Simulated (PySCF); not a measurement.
C3H6BNO, SMILES C1=NCB(O1)C.

Coordinates come from a PBE-D3(BJ)/def2-SVP optimisation. The structure was generated by enumeration, and PubChem lists no compound with its InChIKey, so it may never have been made. Other conformers were not sampled.

Method: PBE-D3(BJ)/def2-SVP in PySCF.

Frequencies are harmonic and unscaled.

| mode | ν (cm⁻¹) | IR (km/mol) | moving atoms (share of kinetic energy) |
|---|---|---|---|
| 1 | 29 | 0.6 | H 95 % |
| 2 | 187 | 1.3 | H 28 %, O 22 %, C 22 %, N 20 %, B 9 % |
| 3 | 269 | 0.1 | H 34 %, C 33 %, O 15 %, B 13 % |
| 4 | 301 | 8.3 | H 69 %, B 22 % |
| 5 | 513 | 15.7 | H 34 %, O 22 %, C 22 %, N 13 %, B 9 % |
| 6 | 549 | 1.8 | C 57 %, H 16 %, N 13 % |
| 7 | 655 | 2.0 | H 61 %, C 30 % |
| 8 | 764 | 6.5 | C 44 %, H 40 %, O 11 % |
| 9 | 809 | 6.4 | H 44 %, O 31 %, C 22 % |
| 10 | 840 | 1.0 | N 38 %, O 27 %, C 26 % |
| 11 | 886 | 22.4 | H 42 %, C 29 %, B 25 % |
| 12 | 910 | 1.0 | H 56 %, C 28 %, B 12 % |
| 13 | 958 | 8.7 | C 51 %, N 31 %, H 17 % |
| 14 | 1029 | 177.1 | C 52 %, O 33 %, H 12 % |
| 15 | 1091 | 37.1 | H 47 %, B 28 %, C 16 % |
| 16 | 1111 | 7.3 | H 87 % |
| 17 | 1186 | 92.6 | B 41 %, H 36 %, O 11 %, C 9 % |
| 18 | 1228 | 23.5 | H 63 %, C 24 %, B 12 % |
| 19 | 1287 | 11.4 | H 70 %, N 9 %, C 9 % |
| 20 | 1317 | 20.4 | H 86 %, C 9 % |
| 21 | 1339 | 152.1 | H 39 %, B 36 %, C 22 % |
| 22 | 1381 | 7.6 | H 93 % |
| 23 | 1392 | 19.3 | H 85 % |
| 24 | 1655 | 79.2 | C 52 %, N 42 % |
| 25 | 2969 | 0.3 | H 96 % |
| 26 | 2972 | 4.9 | H 95 % |
| 27 | 3006 | 1.7 | H 91 %, C 9 % |
| 28 | 3045 | 4.2 | H 91 %, C 9 % |
| 29 | 3084 | 6.7 | H 91 %, C 9 % |
| 30 | 3140 | 10.9 | H 91 %, C 9 % |
